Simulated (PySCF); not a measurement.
# Unknowns

- shielding tensors at PBE0/pcSseg-1 (GIAO)
- GFN2-xTB structure
- program: PySCF 2.14.0 with density-fitted response routines
- single conformer, no relativistic terms, gas phase, equivalent nuclei averaged

Referencing at the same level of theory: TMS for ¹H, ¹³C. Splittings of carbon signals by F and P are missing where no couplings were computed. Where no couplings were computed, multiplicities follow the n + 1 count of equivalent neighbours, and m marks all less simple cases (inequivalent or close neighbours, rings, F or P nearby). Shifts are as computed. Against solution values, carbons near 30 ppm lie about +3 ppm off and those near 130 ppm about +5 ppm. Of 1211 compounds with measured shifts, 218 miss one by over three times the rms of a fit or turn the order of signals round; such compounds aren't used in these exercises. OH and NH positions are gas-phase values without hydrogen bonding to other molecules.

(1) C₉H₁₁OP. ¹H NMR (400 MHz, computed): δ 7.65 (m, 2H), 7.48 (m, 2H), 3.83 (m, 2H), 3.17 (m, 4H), -0.10 (br s, 1H). ¹³C{¹H} NMR (computed): δ 146.8, 133.1, 132.1, 66.8, 35.0. What is it?

(2) C₉H₁₁OP. ¹H NMR (400 MHz, computed): δ 8.82 (m, 1H), 7.71 (m, 1H), 6.93 (m, 1H), 4.17 (s, 3H), 1.79 (m, 1H), 1.12 (m, 2H), 0.76 (m, 2H). ¹³C{¹H} NMR (computed): δ 204.9 (C), 160.6 (CH), 154.8 (C), 128.1 (CH), 125.2 (CH), 59.6 (CH3), 21.2 (CH), 14.9 (CH2). Give a structure.

(3) C₈H₁₅P. ¹H NMR (400 MHz, computed): δ 2.89 (m, 1H), 2.27 (m, 1H), 1.66 (m, 3H), 1.34 (m, 3H), 1.31 (m, 3H), 1.30 (m, 3H), 1.17 (m, 1H). ¹³C{¹H} NMR (computed): δ 106.9 (CH), 89.8 (C), 31.9 (CH), 26.4 (CH), 18.8 (CH3), 17.2 (CH3), 12.4 (CH3), 10.9 (CH3). What is it?

Results:

(1) SMILES OCP1Cc2ccccc2C1. 5 carbon signals for 9 carbons: some carbons are equivalent by symmetry or fast rotation. Carbon types of the structure: 2 × C, 4 × CH, 3 × CH2, leaving 1 H on heteroatoms. δC 146.8: substituted aromatic carbon. δC 133.1, 132.1: aromatic CH; the aromatic region. δC 66.8: sp3 CH2 bonded to O and P; the inductive effect lowers its shielding. δH 7.65, 7.48: hydrogen on an aromatic CH; it sits in the deshielding region of the aromatic ring current.

This is the structure that produced the data.

(2) `COc1cc(C2CC2)ccp1`. 8 carbon signals for 9 carbons: some carbons are equivalent by symmetry or fast rotation. Carbon types of the structure: 2 × C, 4 × CH, 2 × CH2, 1 × CH3, which accounts for all hydrogens. δC 204.9: aromatic carbon bearing oxygen; σ withdrawal by the attached heteroatom moves it downfield of the ring CH carbons. δC 160.6, 128.1, 125.2: aromatic CH. δC 154.8: substituted aromatic carbon. δH 8.82, 7.71, 6.93: hydrogen on an aromatic CH.

The shifts were computed for this structure.

(3) `C([P@](C#C)(C)=CC)(C)C`. 8 carbon signals for 8 carbons: no two carbons are equivalent. Carbon types of the structure: 1 × C, 3 × CH, 4 × CH3, which accounts for all hydrogens. δC 106.9: terminal alkyne carbon. δC 89.8: alkyne carbon; sp carbons lie upfield of alkene carbons because the cylindrical π system leaves one tensor component strongly shielded. δC 18.8, 17.2, 12.4: methyl carbon; saturated and bonded to C and H only. δH 2.89: hydrogen on a terminal alkyne carbon; it lies on the axis of the triple bond, in its shielding cone.

The shifts were computed for this structure.
